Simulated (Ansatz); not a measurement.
Ideal-gas functions of H$_{5}$NS$_{2}$Si, SMILES `N[SiH2]SS` at 298.15 K and 1 bar, from an Ansatz frequency run at PBE0-D4/def2-TZVP.

Molar mass 111.27 g/mol, point group C1 (symmetry number 1), electronic degeneracy 1, moments of inertia 91.988, 237.208, 295.986 u Å². Harmonic wavenumbers (cm⁻¹, unscaled): 84, 136, 216, 262, 271, 404, 474, 525, 531, 740, 858, 870, 887, 907, 921, 1581, 2227, 2257, 2673, 3605, 3701.

Use S(trans) = R[1.5 ln M + 2.5 ln T − 1.1517]; rotational temperatures θ = 24.2544 K / I; S(rot) = R[ln(√π/σ · √(T³/θAθBθC)) + 1.5]; for each mode x = 1.438777 ν̃/T, S = R[x/(eˣ − 1) − ln(1 − e⁻ˣ)] and H = RT x/(eˣ − 1); 1 cm⁻¹ = 0.0119627 kJ/mol; R = 8.31446 J/(mol·K).

Problem. By hand: the entropy, in J/(mol·K).

Solution. Translation 167.6. Rotation: θ = 0.2637, 0.1022, 0.0819 K, giving 113.7. Vibration, mode by mode: 15.88, 11.96, 8.34, 6.90, 6.65, 3.97, 3.04, 2.50, 2.45, 1.10, 0.69, 0.66, 0.62, 0.57, 0.54, 0.03, 0.00, 0.00, 0.00, 0.00, 0.00, in all 65.9. Electronic 0.0. Sum 347.2 J/(mol·K).

Problem. By hand: H − E and G − E in kJ/mol, counted from the electronic energy.

Solution. Zero-point energy ½ × 24130 × 0.0119627 = 144.3; thermal vibration 11.1; translation, rotation and pV give 4 RT = 9.9. H − E = 165.3 kJ/mol, and G − E = 165.3 − 298.15 × 347.2/1000 = 61.8 kJ/mol.

Vibration gives 19 % of the entropy, 27.8 J/(mol·K) of it from the modes under 150 cm⁻¹: soft modes count most, and the harmonic formula is weakest for them. The sum counts one conformer and one mirror image; others add a mixing term.
